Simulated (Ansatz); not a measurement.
`C=C[SiH2]N[SiH3]`, charge 0, multiplicity 1.

Question: Give a relaxed structure at PBE0-D4/def2-TZVP (Ansatz). (An estimate is asked.)

Answer: The calculation gave: 
Z-matrix (Å, degrees):
```
Si
C 1 1.858
N 1 1.727 2 111.8
H 1 1.491 2 106.0 3 122.7
H 1 1.486 2 111.5 3 -118.2
C 2 1.331 1 122.3 3 -120.4
H 2 1.089 1 119.4 3 59.3
Si 3 1.725 1 129.5 2 -126.2
H 3 1.011 1 115.0 2 55.1
H 6 1.087 2 121.4 1 -0.1
H 6 1.087 2 122.5 1 -179.9
H 8 1.489 3 111.4 1 124.1
H 8 1.490 3 112.3 1 -115.9
H 8 1.483 3 107.6 1 4.2
```
This is one stationary point; other conformers may exist.
